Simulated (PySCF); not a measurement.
# Computed records: BH$_{5}$N$_{2}$Si

Computed with PySCF 2.14.0. Calculation on a computer-drawn molecule: the log of a Hartree-Fock and frozen-core CCSD(T) single point meant for a local Hartree-Fock minimum, with one planted fault or none, to be diagnosed. Offsets are logged minus clean, where the clean run is the same molecule without the fault. The reference is restricted for singlets and unrestricted otherwise, and also for a bond in bohr or an excited solution. Adding or removing an electron swaps singlet and doublet. The excited solution moves the top pair (singlet) or top alpha electron (doublet) to the lowest empty orbital. Highest occupied and lowest empty are orbital energies over both spins, largest force is the largest gradient component, triples share is (T) over the correlation energy, the T1 limit is 0.02 restricted and 0.045 unrestricted, electrons count all cores, a negative frequency is imaginary (commonest isotopes), and the dipole is about the centre of nuclear charge.

```yaml
- formula: BH5N2Si
  logged_structure:
    atoms_angstrom:
      - [B, -0.1918, 1.1236, 0.8797]
      - ["N", 0.9643, 0.4563, 0.4241]
      - [Si, 1.2171, -0.0654, -1.2352]
      - ["N", 2.7631, -0.7749, -1.0806]
      - [H, -1.0774, 1.3644, 0.1043]
      - [H, -0.288, 1.4474, 2.0342]
      - [H, 1.6695, 0.2831, 1.1193]
      - [H, 3.2161, -1.1848, -1.8754]
      - [H, 3.3325, -0.8512, -0.2575]
  given:
    meant_charge: 0
    meant_multiplicity: 1
    meant_basis: "cc-pV(D+d)Z"
    logged_electrons: 39
    logged_basis_functions: 90
    logged_SCF_converged: "yes"
    logged_spin_squared: 0.7848
    "logged_highest_occupied [eV]": 1.0834
    "logged_lowest_empty [eV]": 8.3659
    "logged_largest_force [hartree/bohr]": 0.053277
    logged_T1_diagnostic: 0.032604
    logged_D1_diagnostic: 0.1942
    logged_triples_share: 0.029766
    logged_CC_converged: "yes"
    "logged_dipole_magnitude [debye]": 4.7766
    logged_SCF_stable_within_its_kind: "yes"
    "logged_energy_HF [hartree]": -425.43146
    "logged_energy_CCSD(T) [hartree]": -426.01323
    possible_faults: "no fault, one electron removed, one electron added, multiplicity raised by two, geometry at a saddle point, SCF held on an excited solution, minimal basis STO-3G, one bond length entered in bohr, all coordinates scaled"
    drawn_bonds_atom: [1, 2, 3, 1, 1, 2, 4, 4]
    drawn_bonds_other_atom: [2, 3, 4, 5, 6, 7, 8, 9]
    drawn_bonds_order: [1, 1, 1, 1, 1, 1, 1, 1]
  results:
    planted_fault: "one electron added"
    "HF_energy_offset_from_clean_run [kcal/mol]": 42.29
    "CCSD(T)_energy_offset_from_clean_run [kcal/mol]": 33.53
  notes: ["highest electron not bound in this basis"]
```
